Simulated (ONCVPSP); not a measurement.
## Transferability test, ONCV potential for N

```json
{
  "Element": "nitrogen (N)",
  "Generator": "ONCVPSP 4.0.1",
  "Type": "optimised norm-conserving Vanderbilt (ONCV)",
  "Functional": "PBE",
  "Relativity": "scalar-relativistic",
  "Frozen core": "[He]",
  "Valence charge": "5",
  "Reference configuration": "2s2 2p3",
  "Partial waves": "2s: rc 1.00 bohr, ncon 4, nbas 9, qcut 5.9 1/bohr, 2 projectors, debl 0.7 Ha; 2p: rc 2.30 bohr, ncon 4, nbas 8, qcut 4.7 1/bohr, 3 projectors, debl 2.6 Ha",
  "Local potential": "polynomial inside 0.75 bohr (lpopt 2, dvloc0 0 Ha)",
  "Core correction": "none"
}
```

Energies are relative to the spin-unpolarised reference configuration 2s2 2p3; without spin polarisation the order of configurations can differ from experiment.

```json
{"valence configuration": "2s2 2p2", "charge": "+1", "ΔE all-electron (eV)": "13.591", "error AE − PS (meV)": "+170"}
{"valence configuration": "2s2 2p1", "charge": "+2", "ΔE all-electron (eV)": "42.445", "error AE − PS (meV)": "+1208"}
{"valence configuration": "2s2 2p0", "charge": "+3", "ΔE all-electron (eV)": "89.527", "error AE − PS (meV)": "+4163"}
```

Question: What are ΔE and the potential's error for 2s0 2p5?

Answer: ΔE = 23.041 eV all-electron; the error (AE − PS) is -104 meV.

Levels in the configuration 2s0 2p5:

```csv
level,all-electron (eV),pseudo (eV)
2p,-7.893,-8.172
```
